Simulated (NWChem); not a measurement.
Everything below was run with NWChem. System: H₃BO₃, charge 0, spin multiplicity 1, displaced from the optimised geometry.

Job file:

```
start mol
memory heap 100 mb stack 700 mb global 1900 mb
geometry units angstroms nocenter noautoz noautosym
  O      1.129820    -0.802029     0.000000
  B      0.005669    -0.033474     0.000000
  O      0.148747     1.336740     0.000000
  O     -1.192718    -0.694917     0.000000
  H      1.808404    -0.342359     0.000000
  H     -0.670335     1.842663     0.000000
  H     -1.972955    -0.132405     0.000000
end
basis spherical
  * library cc-pvdz
end
scf
  rhf
  nopen 0
  maxiter 100
  thresh 1e-7
  semidirect memsize 60000000 filesize 0
end
tce
  freeze core 4
  cr-ccsd(t)
  2eorb
  2emet 13
  thresh 1e-6
  maxiter 100
  tilesize 24
end
task tce energy
```

The output up to the point where the run's verdict is printed (cleaned and shortened):

```
             Northwest Computational Chemistry Package (NWChem) 7.3.0
             --------------------------------------------------------

                                NWChem Input Module
                                -------------------

 Scaling coordinates for geometry "geometry" by  1.889725989
 (inverse scale =  0.529177249)

                             Geometry "geometry" -> ""
                             -------------------------

 Output coordinates in angstroms (scale by  1.889725989 to convert to a.u.)

  No.       Tag          Charge          X              Y              Z
 ---- ---------------- ---------- -------------- -------------- --------------
    1 O                    8.0000     1.12982000    -0.80202900     0.00000000
    2 B                    5.0000     0.00566900    -0.03347400     0.00000000
    3 O                    8.0000     0.14874700     1.33674000     0.00000000
    4 O                    8.0000    -1.19271800    -0.69491700     0.00000000
    5 H                    1.0000     1.80840400    -0.34235900     0.00000000
    6 H                    1.0000    -0.67033500     1.84266300     0.00000000
    7 H                    1.0000    -1.97295500    -0.13240500     0.00000000

 Effective nuclear repulsion energy (a.u.)     116.9644678807

            Nuclear Dipole moment (a.u.)
            ----------------------------
        X                 Y               Z
 ---------------- ---------------- ----------------
    -0.2262927974    -0.1532926825     0.0000000000


 Summary of "ao basis" -> "" (spherical)
 ------------------------------------------------------------------------------
       Tag                 Description            Shells   Functions and Types
 ---------------- ------------------------------  ------  ---------------------
 *                          cc-pvdz                   on all atoms

 Summary of "ao basis" -> "ao basis" (spherical)
 ------------------------------------------------------------------------------
       Tag                 Description            Shells   Functions and Types
 ---------------- ------------------------------  ------  ---------------------
[...]
     2   1 1 0     -2.721008      0.000000     -2.220571
     2   1 0 1     -0.000000      0.000000      0.000000
     2   0 2 0    -18.608738      0.000000     95.847445
     2   0 1 1      0.000000      0.000000      0.000000
     2   0 0 2    -16.625513      0.000000      0.000000

                   NWChem Extensible Many-Electron Theory Module
                   ---------------------------------------------


            General Information
            -------------------
      Number of processors :     1
         Wavefunction type : Restricted Hartree-Fock
          No. of electrons :    32
           Alpha electrons :    16
            Beta electrons :    16
           No. of orbitals :   142
            Alpha orbitals :    71
             Beta orbitals :    71
        Alpha frozen cores :     4
         Beta frozen cores :     4
     Alpha frozen virtuals :     0
      Beta frozen virtuals :     0
         Spin multiplicity : singlet
    Number of AO functions :    71
       Number of AO shells :    33
        Use of symmetry is : off
      Symmetry adaption is : off
         Schwarz screening : 0.10D-09

          Correlation Information
          -----------------------
          Calculation type : Coupled-cluster singles & doubles w/ perturbation
   Perturbative correction : Completely renormalized (T)
            Max iterations :      100
        Residual threshold : 0.10D-05
     T(0) DIIS level shift : 0.00D+00
     L(0) DIIS level shift : 0.00D+00
     T(1) DIIS level shift : 0.00D+00
     L(1) DIIS level shift : 0.00D+00
     T(R) DIIS level shift : 0.00D+00
     T(I) DIIS level shift : 0.00D+00
   CC-T/L Amplitude update :  5-th order DIIS
                I/O scheme : Global Array Library
        L-threshold :  0.10D-05
        EOM-threshold :  0.10D-05
 no EOMCCSD initial starts read in
 TCE RESTART OPTIONS
 SLICE:      F
 D4D5:       F
 quantumc:   F
 qrotation:  F
 pwtce:      F
 qducc:      F
 nacto:                         0
 nrotv:                         0
 nrot:                          0

            Memory Information
            ------------------
          Available GA space size is     249031759 doubles
          Available MA space size is     104854236 doubles

 Maximum block size supplied by input
 Maximum block size        24 doubles

 tile_dim =     19

 -------------------------------------------------

 Global array virtual files algorithm will be used

 Parallel file system coherency ......... OK

 4-electron integrals stored in orbital form

 v2    file size   =          4401625
 4-index algorithm nr.  13 is used
 imaxsize =       30
 imaxsize ichop =        0


CCSD iterations
 ---------------------------------------------------------
 Iter          Residuum       Correlation     Cpu    Wall
 ---------------------------------------------------------
    1   0.1777486976094  -0.6351727796597     0.5     0.5
    2   0.0479954343955  -0.6423962331228     0.6     0.6
    3   0.0164127375066  -0.6509556488274     0.6     0.6
    4   0.0066977346806  -0.6524286465674     0.6     0.6
    5   0.0027088559105  -0.6532019049854     0.6     0.6
    6   0.0005416725997  -0.6535420686114     0.6     0.6
    7   0.0002448559285  -0.6535963261387     0.5     0.5
    8   0.0001018172046  -0.6536013884787     0.5     0.5
    9   0.0000566488164  -0.6536023008255     0.5     0.5
   10   0.0000269470287  -0.6536044219004     0.5     0.5
   11   0.0000063591632  -0.6536048873881     0.5     0.5
   12   0.0000022823447  -0.6536060035657     0.5     0.5
   13   0.0000011026598  -0.6536060043412     0.5     0.5
   14   0.0000005145289  -0.6536060598734     0.5     0.5
 -----------------------------------------------------------------
 Iterations converged
 CCSD correlation energy / hartree =        -0.653606059873394
 CCSD total energy / hartree       =      -251.834476517736988

 Singles contributions

 Doubles contributions
 CR-CCSD(T)
```

The program stopped with an error. NWChem stopped with the message: ccsd_t 3.
